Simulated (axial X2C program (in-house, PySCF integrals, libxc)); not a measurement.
# CaIr: from Re and ωe to a spectrum

A bond curve at the PBE0 level, two-component, was computed with an in-house all-electron X2C program for linear molecules (integrals from PySCF) (basis Ir dyall-v3z [13s14p9d6f2g], Ca dyall-v3z [11s12p4d3f] (cores contracted in-house)) for the state Ω = 7/2 (⟨Sz⟩ = 1.41, ⟨Lz⟩ = 2.09 at PBE0). Its fit gives Re = 2.7375 Å, ωe = 206.9 cm⁻¹, ωexe = 0.545 cm⁻¹ and αe = 2.477e-04 cm⁻¹; the masses are 192.9629 and 39.9626 u. Two-component means X2C with spin–orbit coupling and atomic mean-field Coulomb and Gaunt terms.

Q: Find the reduced mass, Be and the force constant.

A: From the PBE0 values: μ = 33.1063 u. Be = 16.8576/(μ Re²) = 0.06795 cm⁻¹. k = 5.8918×10⁻⁷ μ ωe² = 0.835 mdyn/Å.

Q: The dipole moment p changes by 3.25 D/Å at Re. What harmonic infrared intensity follows?

A: I = 42.256 × (dp/dR)²/μ = 13 km/mol.

Q: Where do the fundamental and the first overtone lie?

A: ν(1←0) = ωe − 2ωexe = 205.8 cm⁻¹; ν(2←0) = 2ωe − 6ωexe = 410.5 cm⁻¹.

Q: Estimate the centrifugal constant by the Kratzer relation.

A: D = 4Be³/ωe² = 2.93e-08 cm⁻¹.

Q: A Morse curve ties αe to the other constants (Pekeris). How well does that hold?

A: αe(Morse) = 6Be²/ωe × (√(ωexe/Be) − 1) = 2.453e-04 cm⁻¹; the PBE0 curve gives 2.477e-04 cm⁻¹, a ratio of 0.99.

The state is one determinant whose occupation by symmetry is held fixed; it was picked as the lowest of a PBE0 search that is not exhaustive. Density functionals use the spin component along the axis (collinear). Without a current term, density functionals place determinants with orbital angular momentum somewhat too high. With several unpaired electrons one determinant need not be a pure state. Under one Hamiltonian the search converged a single determinant, so lower ones may well exist.
